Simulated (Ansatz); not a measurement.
The inner images of a band of BBrH2 + CH4 (9 atoms, charge 0, multiplicity 1) are given out of order.

These are results of UKS B3LYP/def2-SVP in Ansatz, not measurements.

First end point:

```xyz
9
Properties=species:S:1:pos:R:3
B -0.378 -1.996 -0.541
Br 0.341 -2.058 -2.303
H -1.539 -1.721 -0.418
H 0.355 -2.241 0.375
H 0.477 1.235 -0.433
C 0.244 1.602 0.577
H -0.357 2.520 0.502
H -0.324 0.839 1.129
H 1.180 1.819 1.112
```

Last end point:

```xyz
9
Properties=species:S:1:pos:R:3
B -0.428 -0.808 0.423
Br 0.809 -0.787 -2.473
H -1.501 -1.104 -0.047
H 0.330 -1.701 0.721
H 1.096 0.612 -2.422
C -0.112 0.672 0.821
H -0.637 1.438 0.228
H -0.516 0.759 1.854
H 0.959 0.918 0.896
```

Put them in order from the first end to the last, with their energies above the first end.
A.
```xyz
9
Properties=species:S:1:pos:R:3
B -0.337 -1.736 -0.503
Br 0.381 -1.839 -2.267
H -1.489 -1.428 -0.382
H 0.386 -2.003 0.415
H 0.420 0.847 -0.377
C 0.211 1.401 0.549
H -0.411 2.274 0.310
H -0.323 0.755 1.262
H 1.161 1.729 0.993
```
B.
```xyz
9
Properties=species:S:1:pos:R:3
B -0.239 -1.117 -0.283
Br 0.528 -1.196 -2.130
H -1.432 -1.018 -0.216
H 0.427 -1.614 0.582
H 0.295 0.327 -0.454
C 0.124 0.981 0.451
H -0.456 1.799 0.011
H -0.396 0.577 1.327
H 1.149 1.262 0.712
```
C.
```xyz
9
Properties=species:S:1:pos:R:3
B -0.387 -0.780 0.336
Br 0.817 -0.734 -2.533
H -1.469 -1.072 -0.111
H 0.369 -1.663 0.659
H 0.715 0.288 -1.538
C -0.045 0.714 0.666
H -0.573 1.480 0.075
H -0.453 0.803 1.697
H 1.025 0.964 0.749
```
D.
```xyz
9
Properties=species:S:1:pos:R:3
B -0.265 -0.818 0.006
Br 0.635 -0.836 -2.148
H -1.430 -1.003 -0.208
H 0.437 -1.602 0.579
H 0.391 0.162 -0.818
C 0.052 0.787 0.481
H -0.490 1.601 -0.021
H -0.426 0.633 1.465
H 1.097 1.077 0.664
```
E.
```xyz
9
Properties=species:S:1:pos:R:3
B -0.282 -1.456 -0.433
Br 0.454 -1.534 -2.204
H -1.443 -1.181 -0.315
H 0.422 -1.773 0.485
H 0.324 0.540 -0.368
C 0.166 1.191 0.505
H -0.431 2.048 0.168
H -0.364 0.655 1.303
H 1.154 1.510 0.859
```

A (+1.5 kJ/mol), E (+12.6 kJ/mol), B (+56.5 kJ/mol), D (+147.9 kJ/mol), C (+91.4 kJ/mol).

The run took 2.1 min on 2 threads of AMD EPYC 7R13 Processor (Zen 3) (shared host), peak memory 0.28 GiB.
